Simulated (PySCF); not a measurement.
PySCF input file for B(OH)2(PH2) (BH4O2P), SMILES B(O)(O)P, TDDFT-ωB97X/def2-SVPD. Geometry optimised at B3LYP-D3(BJ)/def2-SVP. Other conformers were not sampled.

```python
import numpy as np
from pyscf import gto, scf, dft, tdscf

mol = gto.M(
    atom='''
    B    -0.50156735   -0.01159483    0.00000000
    O    -1.13537903   -0.00738661   -1.20802178
    H    -2.10122295    0.00871928   -1.17289488
    O    -1.13537904   -0.00738661    1.20802178
    H    -2.10122295    0.00871928    1.17289487
    P     1.43771569    0.11929268    0.00000000
    H     1.65530591   -0.81533443    1.05477650
    H     1.65530591   -0.81533442   -1.05477649
    ''',
    basis='def2-SVPD',
    charge=0,
    spin=0,
    symmetry=True,
    max_memory=1600,
    verbose=4,
)
mf = dft.RKS(mol, xc='wb97x').density_fit(auxbasis='def2-universal-jkfit')
mf.grids.level = 3
mf.conv_tol = 1e-9
mf.max_cycle = 100
mf.kernel()
mf.grids = dft.Grids(mol).set(level=1).build(with_non0tab=True)  # coarser grid for the response kernel
td = tdscf.TDDFT(mf)
td.singlet = True
td.nstates = 10
td.conv_tol = 1e-4
td.kernel(x0=td.get_init_guess(mf, 15))
td.analyze()
tt = tdscf.TDA(mf)
tt.singlet = False
tt.nstates = 4
tt.conv_tol = 1e-4
tt.kernel(x0=tt.get_init_guess(mf, 9))
tt.analyze(verbose=3)
```

Program output:

```
PySCF version 2.14.0

[INPUT] verbose = 4
[INPUT] num. atoms = 8
[INPUT] num. electrons = 40
[INPUT] charge = 0
[INPUT] spin (= nelec alpha-beta = 2S) = 0
[INPUT] symmetry True subgroup None
[INPUT] Mole.unit = angstrom
[INPUT] Symbol           X                Y                Z      unit          X                Y                Z       unit  Magmom
[INPUT]  1 B     -0.501567350000  -0.011594830000   0.000000000000 AA   -0.947824924524  -0.021911053161   0.000000000000 Bohr   0.0
[INPUT]  2 O     -1.135379030000  -0.007386610000  -1.208021780000 AA   -2.145555414274  -0.013958669889  -2.282830316710 Bohr   0.0
[INPUT]  3 H     -2.101222950000   0.008719280000  -1.172894880000 AA   -3.970735902151   0.016477051203  -2.216450096105 Bohr   0.0
[INPUT]  4 O     -1.135379040000  -0.007386610000   1.208021780000 AA   -2.145555433172  -0.013958669889   2.282830316710 Bohr   0.0
[INPUT]  5 H     -2.101222950000   0.008719280000   1.172894870000 AA   -3.970735902151   0.016477051203   2.216450077207 Bohr   0.0
[INPUT]  6 P      1.437715690000   0.119292680000   0.000000000000 AA    2.716888899090   0.225430493865   0.000000000000 Bohr   0.0
[INPUT]  7 H      1.655305910000  -0.815334430000   1.054776500000 AA    3.128074822274  -1.540758772628   1.993238707627 Bohr   0.0
[INPUT]  8 H      1.655305910000  -0.815334420000  -1.054776490000 AA    3.128074822274  -1.540758753731  -1.993238688730 Bohr   0.0

nuclear repulsion = 148.50386828795
point group symmetry = Cs
symmetry origin: [-1.88972589e-09  0.00000000e+00 -1.11022302e-17]
symmetry axis x: [ 1.00000000e+00 -2.22604078e-09 -1.51971295e-09]
symmetry axis y: [-2.22604078e-09 -1.00000000e+00 -7.01557151e-10]
symmetry axis z: [ 1.51971295e-09 -7.01557042e-10  1.00000000e+00]
num. orbitals of irrep A' = 70
num. orbitals of irrep A" = 52
number of shells = 52
number of NR pGTOs = 178
number of NR cGTOs = 122
basis = def2-SVPD
ecp = {}


[settings echo left out]
init E= -519.139718672329
HOMO (A') = -0.309379364157082  LUMO (A') = 0.0122121590629262  gap/eV = 8.75095
cycle= 1 E= -518.764989082015  delta_E= 0.375  |g|= 0.777  |ddm|= 3.09
HOMO (A') = -0.337995935811939  LUMO (A') = 0.0491986245082257  gap/eV = 10.53610
cycle= 2 E= -518.784307047495  delta_E= -0.0193  |g|= 0.779  |ddm|= 1.37
HOMO (A') = -0.348511858047089  LUMO (A') = 0.0435986139466804  gap/eV = 10.66987
cycle= 3 E= -518.889141574012  delta_E= -0.105  |g|= 0.0436  |ddm|= 0.629
HOMO (A') = -0.352528965073968  LUMO (A') = 0.0487170351820723  gap/eV = 10.91846
cycle= 4 E= -518.889784601479  delta_E= -0.000643  |g|= 0.012  |ddm|= 0.0775
HOMO (A') = -0.350103075126784  LUMO (A') = 0.0481488896305251  gap/eV = 10.83699
cycle= 5 E= -518.889856824598  delta_E= -7.22e-05  |g|= 0.00267  |ddm|= 0.0311
HOMO (A') = -0.350710963593648  LUMO (A') = 0.0480755309514929  gap/eV = 10.85153
cycle= 6 E= -518.889861103816  delta_E= -4.28e-06  |g|= 0.000826  |ddm|= 0.00865
HOMO (A') = -0.350580899493916  LUMO (A') = 0.0480512693119066  gap/eV = 10.84733
cycle= 7 E= -518.889861621115  delta_E= -5.17e-07  |g|= 0.000196  |ddm|= 0.00312
HOMO (A') = -0.350573723419266  LUMO (A') = 0.0480537630088462  gap/eV = 10.84721
cycle= 8 E= -518.889861658606  delta_E= -3.75e-08  |g|= 6.69e-05  |ddm|= 0.0011
HOMO (A') = -0.350584224025669  LUMO (A') = 0.048050498358462  gap/eV = 10.84740
cycle= 9 E= -518.889861661181  delta_E= -2.58e-09  |g|= 1.46e-05  |ddm|= 0.000258
HOMO (A') = -0.350582088996494  LUMO (A') = 0.0480501157313764  gap/eV = 10.84733
cycle= 10 E= -518.889861661385  delta_E= -2.05e-10  |g|= 2.72e-06  |ddm|= 9.49e-05
HOMO (A') = -0.350582612183717  LUMO (A') = 0.0480500752729269  gap/eV = 10.84735
Extra cycle  E= -518.889861661394  delta_E= -8.75e-12  |g|= 1.15e-06  |ddm|= 1.03e-05
converged SCF energy = -518.889861661394
tot grids = 31840


******** <class 'pyscf.tdscf.rks.TDDFT'> for <class 'pyscf.df.df_jk.DFSymAdaptedRKS'> ********
nstates = 10 singlet
deg_eia_thresh = 1.000e-03
wfnsym = None
conv_tol = 0.0001
eigh lindep = 1e-12
eigh level_shift = 0
eigh max_cycle = 100


Excitation energies (eV)
[6.77782859 6.98951862 7.30309887 7.73153796 8.34424267 8.36495569
 8.68859068 8.93955319 8.94423989 9.14670865]

** Singlet excitation energies and oscillator strengths **
Excited State   1:   A'      6.77783 eV    182.93 nm  f=0.0369
      20 -> 21        0.49317
      20 -> 22        0.46808
      20 -> 26        0.10998
Excited State   2:   A"      6.98952 eV    177.39 nm  f=0.0386
      20 -> 23        0.55405
      20 -> 25       -0.40366
Excited State   3:   A'      7.30310 eV    169.77 nm  f=0.2632
      20 -> 21       -0.38285
      20 -> 22        0.43193
      20 -> 24       -0.35801
Excited State   4:  ???      7.73154 eV    160.36 nm  f=0.0317
      20 -> 21        0.14036
      20 -> 22       -0.14678
      20 -> 24       -0.42581
      20 -> 26        0.38906
      20 -> 28        0.31101
Excited State   5:   A"      8.34424 eV    148.59 nm  f=0.0006
      18 -> 21        0.64916
      18 -> 22       -0.11697
      18 -> 24       -0.10032
Excited State   6:  ???      8.36496 eV    148.22 nm  f=0.0896
      20 -> 21       -0.25825
      20 -> 22        0.15868
      20 -> 24        0.33420
      20 -> 26        0.50968
Excited State   7:  ???      8.68859 eV    142.70 nm  f=0.0345
      19 -> 21        0.18952
      19 -> 22        0.55195
      19 -> 24       -0.31659
      20 -> 28        0.13616
Excited State   8:  ???      8.93955 eV    138.69 nm  f=0.0980
      15 -> 21        0.11048
      19 -> 21        0.61074
      19 -> 24        0.22342
Excited State   9:  ???      8.94424 eV    138.62 nm  f=0.0009
      16 -> 21       -0.40023
      17 -> 21       -0.49971
      20 -> 25       -0.10374
Excited State  10:  ???      9.14671 eV    135.55 nm  f=0.0568
      19 -> 22        0.12485
      19 -> 24       -0.13628
      20 -> 22       -0.11686
      20 -> 24       -0.19646
      20 -> 26        0.13669
      20 -> 28       -0.54695
      20 -> 29        0.13359
      20 -> 34        0.13900
      20 -> 35        0.14636

** Transition electric dipole moments (AU) **
state          X           Y           Z        Dip. S.      Osc.
  1        -0.0701      0.4660     -0.0000      0.2220      0.0369
  2         0.0000     -0.0000      0.4746      0.2253      0.0386
  3        -1.1702     -0.3187      0.0000      1.4709      0.2632
  4         0.1858     -0.3647      0.0000      0.1675      0.0317
  5         0.0000     -0.0000     -0.0545      0.0030      0.0006
  6         0.2845      0.5970     -0.0000      0.4373      0.0896
  7         0.3186     -0.2458      0.0000      0.1619      0.0345
  8         0.6690     -0.0028      0.0000      0.4476      0.0980
  9        -0.0000     -0.0000     -0.0626      0.0039      0.0009
 10         0.3753     -0.3359     -0.0000      0.2537      0.0568

** Transition velocity dipole moments (imaginary part, AU) **
state          X           Y           Z        Dip. S.      Osc.
  1        -0.0152      0.1286      0.0000      0.0168      0.0449
  2        -0.0000     -0.0000      0.1247      0.0156      0.0404
  3        -0.3198     -0.0952      0.0000      0.1113      0.2765
  4         0.0535     -0.1066     -0.0000      0.0142      0.0334
  5         0.0000     -0.0000     -0.0172      0.0003      0.0006
  6         0.0868      0.1944      0.0000      0.0453      0.0983
  7         0.1027     -0.0814      0.0000      0.0172      0.0359
  8         0.2233     -0.0064     -0.0000      0.0499      0.1012
  9         0.0000      0.0000     -0.0226      0.0005      0.0010
 10         0.1269     -0.1234      0.0000      0.0313      0.0621

** Transition magnetic dipole moments (imaginary part, AU) **
state          X           Y           Z
  1        -0.0000     -0.0000     -0.6719
  2        -0.5188      0.7128     -0.0000
  3         0.0000     -0.0000      0.4905
  4         0.0000      0.0000      0.8743
  5        -0.4991     -0.0941     -0.0000
  6        -0.0000     -0.0000     -0.2475
  7        -0.0000     -0.0000      0.8767
  8        -0.0000      0.0000      0.3188
  9        -0.0979      1.2133     -0.0000
 10        -0.0000     -0.0000      0.6674


******** <class 'pyscf.tdscf.rks.TDA'> for <class 'pyscf.df.df_jk.DFSymAdaptedRKS'> ********
nstates = 4 triplet
deg_eia_thresh = 1.000e-03
wfnsym = None
conv_tol = 0.0001
eigh lindep = 1e-12
eigh level_shift = 0
eigh max_cycle = 100


Excitation energies (eV)
[5.80906252 6.01987183 6.8638025  7.13973895]

** Triplet excitation energies and oscillator strengths **
Excited State   1:   A'      5.80906 eV    213.43 nm  f=0.0000
Excited State   2:   A"      6.01987 eV    205.96 nm  f=0.0000
Excited State   3:   A'      6.86380 eV    180.63 nm  f=0.0000
Excited State   4:   A'      7.13974 eV    173.65 nm  f=0.0000
```

The run converged.
